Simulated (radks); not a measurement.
Task: Ce+, configuration [Xe] 4f1 5d1 5f1 (not the ground configuration). All-electron calculation, Dirac Kohn-Sham, PBE, spin-unpolarised, spherical densities, finite nucleus; open shells fill j = l - 1/2 first; Fermi nuclear charge, rms radius 4.8771 fm. Program: a radial shooting solver on a logarithmic mesh with Libxc functionals.

Spin-orbit splittings of the eigenvalues, e(l+1/2) - e(l-1/2), with zeta = 2 splitting/(2l+1) and mean radii in bohr:

| shell | occ. | splitting (eV) | zeta (eV) | <r> j=l-1/2 | <r> j=l+1/2 |
|---|---|---|---|---|---|
| 2p | 6 | 446.6 | 297.7 | 0.08795 | 0.09415 |
| 3p | 6 | 87.76 | 58.51 | 0.2681 | 0.2802 |
| 3d | 10 | ? | ? | 0.2513 | 0.2552 |
| 4p | 6 | 18.85 | 12.56 | 0.6561 | 0.6833 |
| 4d | 10 | 3.302 | 1.321 | 0.7387 | 0.7484 |
| 4f | 1 | 0.3345 | 0.09557 | 1.084 | 1.095 |
| 5p | 6 | 2.771 | 1.847 | 1.695 | 1.772 |
| 5d | 1 | 0.2562 | 0.1025 | 2.550 | 2.590 |
| 5f | 1 | 0.002201 | 0.0006290 | 8.462 | 8.473 |
| 6p | 0 | 0.3370 | 0.2246 | 4.676 | 4.884 |

Estimate the 3d splitting.

Result: 18.85 eV (zeta = 7.538 eV).
